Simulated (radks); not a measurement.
Coulomb parameter of the 4f shell of the terbium ion Tb3+ in the model configuration [Xe] 4f6.5 6p1.5, as a second difference U = [E(n + 0.5) + E(n - 0.5) - 2 E(n)] / (0.5)^2 with all orbitals relaxed. "Bare": the charge of the atom changes with n. "Screened": the 6p shell takes up the change at fixed total charge, which measures U(4f,4f) + U(6p,6p) - 2 U(4f,6p). Method: scalar-relativistic Kohn-Sham, r2SCAN, spin-unpolarised, spherical densities, finite nucleus; meta-GGA in the generalised Kohn-Sham scheme; Fermi nuclear charge, rms radius 5.06 fm; computed with a radial shooting solver on a logarithmic mesh with Libxc functionals.

| case | configuration | E - E(n) (eV) |
|---|---|---|
| start | [Xe] 4f6.5 6p1.5 | 0.000 |
| bare +0.5 | [Xe] 4f7 6p1.5 | -23.467 |
| bare -0.5 | [Xe] 4f6 6p1.5 | 28.706 |
| screened +0.5 | [Xe] 4f7 6p1 | -14.321 |
| screened -0.5 | [Xe] 4f6 6p2 | 16.918 |

U(bare) = 20.959 eV, U(screened by 6p) = 10.387 eV, against the Slater integral F0(4f,4f) = 32.847 eV with frozen orbitals.
